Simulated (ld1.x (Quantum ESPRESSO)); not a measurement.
# Cutoff test, Hf, TM

ld1.x (Quantum ESPRESSO) 7.5 input, shortened:

```
&input
   title='Hf', zed=72., rel=0, dft='PBESOL', iswitch=3,
   config='[Xe] 4f14 5d2 6s1.5 6p0'
 /
 &inputp
   pseudotype=2, tm=.true., lloc=0,
   nlcc=.true., new_core_ps=.true.
 /
3
6P  2  1   0.00   0.00  3.10  3.10  0.0
5D  3  2   2.00   0.00  2.10  2.10  0.0
6S  1  0   1.50   0.00  2.30  2.30  0.0
 &test
   configts(1)='5d2 6s1.5 6p0'
 /
```

The pseudo-atom Hamiltonian at the reference potential is diagonalised in spherical Bessel functions j_l(qr) that vanish at 20 bohr, with q² up to the cutoff. All-electron valence levels (Ry): 6p -0.2782, 5d -0.4995, 6s -0.5193.

Problem. How do the lowest levels (Ry) of each channel move with the cutoff, and are there ghosts?

Solution.

```json
{"cutoff (Ry)": "8", "p #1": "-0.2767", "p #2": "-0.0441", "d #1": "-0.2499", "d #2": "-0.0271", "s #1": "-0.4932", "f #1": "0.0224", "f #2": "0.1218", "Σ f·Δε (mRy)": "538.4"}
{"cutoff (Ry)": "10", "p #1": "-0.2777", "p #2": "-0.0443", "d #1": "-0.3204", "d #2": "-0.0351", "s #1": "-0.5050", "f #1": "0.0224", "f #2": "0.1218", "Σ f·Δε (mRy)": "379.7"}
{"cutoff (Ry)": "12", "p #1": "-0.2780", "p #2": "-0.0444", "d #1": "-0.3913", "d #2": "-0.0408", "s #1": "-0.5136", "f #1": "0.0224", "f #2": "0.1217", "Σ f·Δε (mRy)": "224.8"}
{"cutoff (Ry)": "15", "p #1": "-0.2780", "p #2": "-0.0444", "d #1": "-0.4437", "d #2": "-0.0440", "s #1": "-0.5172", "f #1": "0.0223", "f #2": "0.1217", "Σ f·Δε (mRy)": "114.8"}
{"cutoff (Ry)": "18", "p #1": "-0.2781", "p #2": "-0.0444", "d #1": "-0.4832", "d #2": "-0.0459", "s #1": "-0.5178", "f #1": "0.0223", "f #2": "0.1217", "Σ f·Δε (mRy)": "34.9"}
{"cutoff (Ry)": "21", "p #1": "-0.2782", "p #2": "-0.0444", "d #1": "-0.4934", "d #2": "-0.0464", "s #1": "-0.5180", "f #1": "0.0223", "f #2": "0.1217", "Σ f·Δε (mRy)": "14.3"}
{"cutoff (Ry)": "30", "p #1": "-0.2782", "p #2": "-0.0444", "d #1": "-0.4993", "d #2": "-0.0467", "s #1": "-0.5185", "f #1": "0.0223", "f #2": "0.1217", "Σ f·Δε (mRy)": "1.6"}
{"cutoff (Ry)": "35", "p #1": "-0.2782", "p #2": "-0.0444", "d #1": "-0.4995", "d #2": "-0.0467", "s #1": "-0.5186", "f #1": "0.0223", "f #2": "0.1217", "Σ f·Δε (mRy)": "1.1"}
{"cutoff (Ry)": "40", "p #1": "-0.2782", "p #2": "-0.0444", "d #1": "-0.4995", "d #2": "-0.0467", "s #1": "-0.5189", "f #1": "0.0223", "f #2": "0.1217", "Σ f·Δε (mRy)": "0.7"}
{"cutoff (Ry)": "45", "p #1": "-0.2782", "p #2": "-0.0444", "d #1": "-0.4995", "d #2": "-0.0467", "s #1": "-0.5190", "f #1": "0.0223", "f #2": "0.1217", "Σ f·Δε (mRy)": "0.5"}
{"cutoff (Ry)": "50", "p #1": "-0.2782", "p #2": "-0.0444", "d #1": "-0.4995", "d #2": "-0.0467", "s #1": "-0.5190", "f #1": "0.0223", "f #2": "0.1217", "Σ f·Δε (mRy)": "0.4"}
{"cutoff (Ry)": "400", "p #1": "-0.2782", "p #2": "-0.0444", "d #1": "-0.4995", "d #2": "-0.0467", "s #1": "-0.5193", "f #1": "0.0223", "f #2": "0.1217", "Σ f·Δε (mRy)": "0.0"}
```

Result: no extra level below or beside the all-electron valence levels (p, d, s, f tested); 10 mRy is reached at 25 Ry and 1 mRy at 40 Ry.
